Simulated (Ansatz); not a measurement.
Cost and result for the atomization energy of CH3F2NSi, SMILES `C=N[SiH](F)F` (8 atoms, 7 bonds).

```xyz
8

C    -1.029   -1.107    0.243
N    -0.200   -0.597   -0.554
Si    0.759    0.798   -0.305
F     0.565    1.429    1.143
F     2.278    0.370   -0.414
H    -1.592   -2.002   -0.048
H    -1.243   -0.714    1.247
H     0.463    1.824   -1.312
```

Charge 0, multiplicity 1. All single points use the PBE0-D4/def2-TZVP geometry. It is one conformer, not always the lowest. Program: Ansatz. All runs use 2 threads of an Arm Neoverse V1 on a shared host. Times are those of one run each, without the atoms' runs, and a repeat can differ threefold. Electronic energies, without spin–orbit coupling; frozen cores. CCSD(T)/CBS adds CCSD(T) − MP2 in def2-TZVPP to the MP2 limit, and its time is that of the two runs behind it. T1 = 0.013. HSE06 is the plane-wave form, built on full-range PBE exchange.

CCSD(T)/CBS is a level of theory with its own doubt, some kJ/mol a heavy atom from the limit and from the frozen cores, so smaller differences don't rank the functionals.

| level | functions | wall time |
| --- | --- | --- |
| LDA (SPW92)/def2-TZVPP | 208 | 1.4 s |
| PBE-D4/def2-TZVPP (with forces) | 208 | 2.9 s |
| BHLYP-D4/def2-TZVPP | 208 | 3.7 s |
| HSE06-D4/def2-TZVPP | 208 | 3.8 s |
| CAM-B3LYP-D4/def2-TZVPP | 208 | 3.8 s |
| CCSD(T)/def2-SVP | 89 | 4.8 s |
| r2SCANh-D4/def2-TZVPP | 208 | 6 s |
| PBE-QIDH/def2-TZVPP | 208 | 7 s |
| B97M-V/def2-TZVPP | 208 | 12 s |
| ωB97M-V/def2-TZVPP (with forces) | 208 | 14 s |
| MP2/def2-QZVPP | 388 | 22 s |
| CCSD(T)/def2-TZVPP | 208 | 2.2 min |
| CCSD(T)/CBS(def2) | – | 2.5 min |

(1) What atomization energy does each give, and how far from CCSD(T)/CBS? (Estimate.)

Results:

(1) Computed: 
| level | atomization (kcal/mol) | difference from CCSD(T)/CBS | per bond |
| --- | --- | --- | --- |
| LDA (SPW92)/def2-TZVPP | 897.3 | 112.9 | 16.1 |
| PBE-D4/def2-TZVPP (with forces) | 797.4 | 13.0 | 1.9 |
| BHLYP-D4/def2-TZVPP | 752.3 | -32.1 | -4.6 |
| HSE06-D4/def2-TZVPP | 776.7 | -7.7 | -1.1 |
| CAM-B3LYP-D4/def2-TZVPP | 787.3 | 2.9 | 0.4 |
| CCSD(T)/def2-SVP | 722.1 | -62.3 | -8.9 |
| r2SCANh-D4/def2-TZVPP | 773.0 | -11.4 | -1.6 |
| PBE-QIDH/def2-TZVPP | 771.9 | -12.5 | -1.8 |
| B97M-V/def2-TZVPP | 782.0 | -2.4 | -0.3 |
| ωB97M-V/def2-TZVPP (with forces) | 784.5 | 0.1 | 0.0 |
| MP2/def2-QZVPP | 798.3 | 13.9 | 2.0 |
| CCSD(T)/def2-TZVPP | 759.5 | -24.9 | -3.6 |
| CCSD(T)/CBS(def2) | 784.4 | 0.0 | 0.0 |

From BLYP to BHLYP (50 % exact exchange), in def2-TZVPP and without D4, the atomization energy moves by −30.1 kcal/mol: exact exchange takes away binding that semilocal exchange gives to molecules. Leaving LDA and LC-ωPBE aside and taking each functional with its dispersion term where it has one, the values spread over 45.1 kcal/mol, from BHLYP-D4 to PBE-D4. LDA lies +103.4 kcal/mol from PBE without D4, its usual overbinding. At CCSD(T), def2-SVP lies −62.4 kcal/mol from the extrapolated value and def2-TZVPP −24.9 kcal/mol: correlation converges slowly with the basis, and small sets miss more of it in the bonded molecule than in its fragments.
